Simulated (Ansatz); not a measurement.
A structure drawn as `Cl[SiH2][SiH](Cl)Cl`, with this starting geometry:

```xyz
8

Cl    0.824   -2.059    1.440
Si   -0.364   -1.127    0.048
Si    0.138    1.086   -0.213
Cl   -0.087    2.166    1.493
Cl    2.135    1.409   -0.798
H    -1.743   -1.335    0.506
H    -0.180   -1.868   -1.208
H    -0.724    1.727   -1.268
```

Charge 0, multiplicity 1.

Problem. Does it keep its bonds when Ansatz relaxes it at PBE-D4/def2-SVP and then PBE0-D4/def2-TZVP?

Solution. Yes, every drawn bond is still there and no new one forms.

Problem. Give the relaxed structure. (Estimate.)

Solution. The calculation gave: 
Z-matrix (Å, degrees):
```
Si
Si 1 2.341
Cl 1 2.052 2 107.6
H 1 1.484 2 110.7 3 -118.9
H 1 1.484 2 110.7 3 118.9
Cl 2 2.047 1 108.6 3 59.3
Cl 2 2.047 1 108.6 3 -60.1
H 2 1.481 1 114.3 3 179.6
```
No frequency check was run.

Atoms count as bonded under 1.1 times the sum of their covalent radii (H–H under 0.85 Å, pairs among N, O and F under 1.55 Å), and a drawn bond as lost past 1.3 times.
